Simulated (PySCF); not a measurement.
PySCF input (BP86/def2-TZVPD):

```python
from pyscf import gto, scf, dft

mol = gto.M(
    atom='''
    Ge   -0.00263055   -0.00149746    0.06746787
    H     0.01752085   -1.13988723   -1.10627570
    H     0.06665674    1.18780607   -1.05269626
    ''',
    basis='def2-tzvpd',
    charge=-1,
    spin=1,
    verbose=4,
)

mf = dft.UKS(mol, xc='bp86').density_fit(auxbasis='def2-universal-jkfit')
mf.grids.level = 3
mf.conv_tol = 1e-9
mf.max_cycle = 100
mf.max_memory = 1500
mf.kernel()
if not mf.converged:
    mf = mf.newton()
    mf.kernel(mf.make_rdm1())
for _ in range(2):
    mo, _, stable, _ = mf.stability(return_status=True)
    if stable:
        break
    mf.kernel(mf.make_rdm1(mo, mf.mo_occ))
mf.analyze()
```

Output:

```
PySCF version 2.14.0

[INPUT] verbose = 4
[INPUT] num. atoms = 3
[INPUT] num. electrons = 35
[INPUT] charge = -1
[INPUT] spin (= nelec alpha-beta = 2S) = 1
[INPUT] symmetry False subgroup None
[INPUT] Mole.unit = angstrom
[INPUT] Symbol           X                Y                Z      unit          X                Y                Z       unit  Magmom
[INPUT]  1 Ge    -0.002630550000  -0.001497460000   0.067467870000 AA   -0.004971019057  -0.002829789282   0.127495796508 Bohr   0.0
[INPUT]  2 H      0.017520850000  -1.139887230000  -1.106275700000 AA    0.033109607970  -2.154074677589  -2.090558091262 Bohr   0.0
[INPUT]  3 H      0.066656740000   1.187806070000  -1.052696260000 AA    0.125962982956   2.244628161396  -1.989307623754 Bohr   0.0

nuclear repulsion = 20.9381535484741
number of shells = 28
number of NR pGTOs = 128
number of NR cGTOs = 72
basis = def2-tzvpd
ecp = {}

******** <class 'pyscf.df.df_jk.DFUKS'> ********
method = DFUKS
initial guess = minao
damping factor = 0
level_shift factor = 0
DIIS = <class 'pyscf.scf.diis.CDIIS'>
diis_start_cycle = 1
diis_space = 8
diis_damp = 0
SCF conv_tol = 1e-09
SCF conv_tol_grad = None
SCF max_cycles = 100
direct_scf = False
number electrons alpha = 18  beta = 17
XC library pyscf.dft.libxc version 7.1.2
    S. Lehtola, C. Steigemann, M. J. T. Oliveira, and M. A. L. Marques,  SoftwareX 7, 1–5 (2018)
XC functionals = bp86
    A. D. Becke,  Phys. Rev. A 38, 3098 (1988)
    J. P. Perdew,  Phys. Rev. B 33, 8822 (1986)
    J. P. Perdew,  Phys. Rev. B 34, 7406–7406 (1986)
radial grids:
    Treutler-Ahlrichs [JCP 102, 346 (1995); DOI:10.1063/1.469408] (M4) radial grids

becke partition: Becke, JCP 88, 2547 (1988); DOI:10.1063/1.454033
pruning grids: <function nwchem_prune>
grids dens level: 3
symmetrized grids: False
atomic radii adjust function: <function treutler_atomic_radii_adjust>
small_rho_cutoff = 0
Set gradient conv threshold to 3.16228e-05
tot grids = 40256
init E= -2077.65269966488
  alpha nocc = 18  HOMO = -0.139595738235523  LUMO = -0.0152186733607653
  beta  nocc = 17  HOMO = -0.233648528087095  LUMO = -0.139595738235522

WARN: HOMO -0.139595738235523 >= LUMO -0.139595738235522

cycle= 1 E= -2078.40453461131  delta_E= -0.752  |g|= 0.506  |ddm|= 1.01
  alpha nocc = 18  HOMO = 0.103075772234412  LUMO = 0.181529677025079
[...]
  beta  nocc = 17  HOMO = 0.0184565160096062  LUMO = 0.117613132160594
  HOMO = 0.0718324164529  LUMO = 0.117613132161  gap/eV = 1.24576
Extra cycle  E= -2078.45391899821  delta_E= -4.55e-12  |g|= 1.32e-06  |ddm|= 8.23e-06
converged SCF energy = -2078.45391899821  <S^2> = 0.75358955  2S+1 = 2.0035863
uhf_internal: lowest eigs of H = [0.1585694  0.18545068 0.21985192]
<class 'pyscf.df.df_jk.DFUKS'> wavefunction is stable in the internal stability analysis
**** SCF Summaries ****
Total Energy =                       -2078.453918998210156
Nuclear Repulsion Energy =              20.938153548474094
One-electron Energy =                -2946.082698542262733
Two-electron Energy =                  846.690625995578785
Two-electron Coulomb Energy =          926.848541480147446
DFT Exchange-Correlation Energy =      -80.157915484568719
HOMO-LUMO gap [eV] =                     1.245756727392795
**** MO energy ****
                             alpha | beta                alpha | beta
MO #1   energy= -396.918249076894  | -396.917416255042  occ= 1 | 1
MO #2   energy= -48.9222714231757  | -48.9220239813563  occ= 1 | 1
MO #3   energy= -43.535787994958   | -43.5344862276843  occ= 1 | 1
MO #4   energy= -43.5347355930499  | -43.5343469671308  occ= 1 | 1
MO #5   energy= -43.5339636921825  | -43.5337232281671  occ= 1 | 1
MO #6   energy= -5.70468367688426  | -5.70372739403604  occ= 1 | 1
MO #7   energy= -3.92248514523112  | -3.92007441101196  occ= 1 | 1
MO #8   energy= -3.92048622584364  | -3.91987687778314  occ= 1 | 1
MO #9   energy= -3.9179582045638   | -3.91757417513723  occ= 1 | 1
MO #10  energy= -0.829085293385827 | -0.825897195175632 occ= 1 | 1
MO #11  energy= -0.828305813613444 | -0.825615688205948 occ= 1 | 1
MO #12  energy= -0.826276799291412 | -0.825086614714891 occ= 1 | 1
MO #13  energy= -0.82623909939196  | -0.823201787354349 occ= 1 | 1
MO #14  energy= -0.824118373794662 | -0.823110877545982 occ= 1 | 1
MO #15  energy= -0.225956516003575 | -0.209919902376456 occ= 1 | 1
MO #16  energy= -0.0480412314038059 | -0.0443500433134965 occ= 1 | 1
MO #17  energy= 0.00979127453840078 | 0.0184565160096062 occ= 1 | 1
MO #18  energy= 0.071832416452942  | 0.117613132160594  occ= 1 | 0
MO #19  energy= 0.158992468293058  | 0.16408976952952   occ= 0 | 0
MO #20  energy= 0.191860948407074  | 0.195305534388682  occ= 0 | 0
MO #21  energy= 0.220154967457199  | 0.236653739844732  occ= 0 | 0
MO #22  energy= 0.233259486293785  | 0.240713319347942  occ= 0 | 0
MO #23  energy= 0.233926167667491  | 0.246235332341618  occ= 0 | 0
MO #24  energy= 0.234685705472564  | 0.246916484066195  occ= 0 | 0
MO #25  energy= 0.260308515765041  | 0.261576589107131  occ= 0 | 0
MO #26  energy= 0.285601533544263  | 0.287185198592764  occ= 0 | 0
MO #27  energy= 0.318189047402187  | 0.323505363278936  occ= 0 | 0
MO #28  energy= 0.329212991308037  | 0.33706250120018   occ= 0 | 0
MO #29  energy= 0.370729398232711  | 0.3848567544011    occ= 0 | 0
MO #30  energy= 0.385503546896839  | 0.389675118368435  occ= 0 | 0
MO #31  energy= 0.391481141022579  | 0.399325959581137  occ= 0 | 0
MO #32  energy= 0.403951584652039  | 0.405006055210577  occ= 0 | 0
MO #33  energy= 0.487098389828834  | 0.506833849426459  occ= 0 | 0
MO #34  energy= 0.49119155544994   | 0.513787359472293  occ= 0 | 0
MO #35  energy= 0.495122002066369  | 0.521732431564267  occ= 0 | 0
MO #36  energy= 0.502229297764758  | 0.524842039933487  occ= 0 | 0
MO #37  energy= 0.552899421549592  | 0.590684583143369  occ= 0 | 0
MO #38  energy= 0.586087746017924  | 0.601957215951821  occ= 0 | 0
MO #39  energy= 0.60931330589005   | 0.624079858495837  occ= 0 | 0
MO #40  energy= 0.638335909731628  | 0.64230381458539   occ= 0 | 0
MO #41  energy= 0.702563544277559  | 0.709237886462365  occ= 0 | 0
MO #42  energy= 0.755083936302253  | 0.762192703105489  occ= 0 | 0
MO #43  energy= 0.809555527885363  | 0.821657341154715  occ= 0 | 0
MO #44  energy= 1.17290458893686   | 1.18847391362095   occ= 0 | 0
MO #45  energy= 1.17989506553168   | 1.20113384701578   occ= 0 | 0
MO #46  energy= 1.18075779453725   | 1.21213026268004   occ= 0 | 0
MO #47  energy= 1.20871788117432   | 1.24420254560338   occ= 0 | 0
MO #48  energy= 1.22566095587032   | 1.24665921475581   occ= 0 | 0
MO #49  energy= 1.22790357582034   | 1.25478105687613   occ= 0 | 0
MO #50  energy= 1.25005981474226   | 1.27299624513545   occ= 0 | 0
MO #51  energy= 1.25077127378849   | 1.28881832493663   occ= 0 | 0
MO #52  energy= 1.27840454135175   | 1.29058987295646   occ= 0 | 0
MO #53  energy= 1.28970350872139   | 1.29381764718523   occ= 0 | 0
MO #54  energy= 1.37870644155092   | 1.40252978901153   occ= 0 | 0
MO #55  energy= 1.40696635375699   | 1.43218968125133   occ= 0 | 0
MO #56  energy= 1.88718389428461   | 1.88563656809056   occ= 0 | 0
MO #57  energy= 1.93808927007269   | 1.94680137725515   occ= 0 | 0
MO #58  energy= 2.00718530455711   | 2.0163766429753    occ= 0 | 0
MO #59  energy= 2.09209212812907   | 2.09219006837414   occ= 0 | 0
MO #60  energy= 2.38442796907846   | 2.38720607033907   occ= 0 | 0
MO #61  energy= 2.53357033755889   | 2.53657849916958   occ= 0 | 0
MO #62  energy= 2.73980368403563   | 2.75104469454608   occ= 0 | 0
MO #63  energy= 2.8235907781206    | 2.82589162159443   occ= 0 | 0
MO #64  energy= 2.88974329627703   | 2.91103748531551   occ= 0 | 0
MO #65  energy= 2.89214707435678   | 2.91259675089635   occ= 0 | 0
MO #66  energy= 2.91857191237626   | 2.92255214575935   occ= 0 | 0
MO #67  energy= 2.96490445677543   | 2.98308610317402   occ= 0 | 0
MO #68  energy= 3.07220911673751   | 3.07630567499969   occ= 0 | 0
MO #69  energy= 3.85408706508076   | 3.87132991818956   occ= 0 | 0
MO #70  energy= 4.18360560024377   | 4.18704828042483   occ= 0 | 0
MO #71  energy= 4.41507346493143   | 4.42118545477915   occ= 0 | 0
MO #72  energy= 5.44014614312076   | 5.44672413620486   occ= 0 | 0

To work with the spin densities directly, `use mulliken_meta_spin()` only printing them here.

 ** Mulliken spin pop alpha/beta on meta-lowdin orthogonal AOs **
 ** Mulliken Spin Density (per AO)  **
spin_pop of  0 Ge 1s       -0.00000
spin_pop of  0 Ge 2s       -0.00000
spin_pop of  0 Ge 3s        0.00000
spin_pop of  0 Ge 4s        0.01528
spin_pop of  0 Ge 5s        0.00024
spin_pop of  0 Ge 6s       -0.00008
spin_pop of  0 Ge 7s       -0.00007
spin_pop of  0 Ge 2px       0.00000
spin_pop of  0 Ge 2py       0.00000
spin_pop of  0 Ge 2pz       0.00000
spin_pop of  0 Ge 3px       0.00003
spin_pop of  0 Ge 3py      -0.00000
spin_pop of  0 Ge 3pz      -0.00000
spin_pop of  0 Ge 4px       0.97427
spin_pop of  0 Ge 4py       0.02178
spin_pop of  0 Ge 4pz       0.00398
spin_pop of  0 Ge 5px       0.01432
spin_pop of  0 Ge 5py      -0.00008
spin_pop of  0 Ge 5pz      -0.00050
spin_pop of  0 Ge 6px       0.00113
spin_pop of  0 Ge 6py      -0.00000
spin_pop of  0 Ge 6pz      -0.00009
spin_pop of  0 Ge 3dxy     -0.00016
spin_pop of  0 Ge 3dyz     -0.00004
spin_pop of  0 Ge 3dz^2    -0.00007
spin_pop of  0 Ge 3dxz     -0.00015
spin_pop of  0 Ge 3dx2-y2   -0.00018
[...]
```
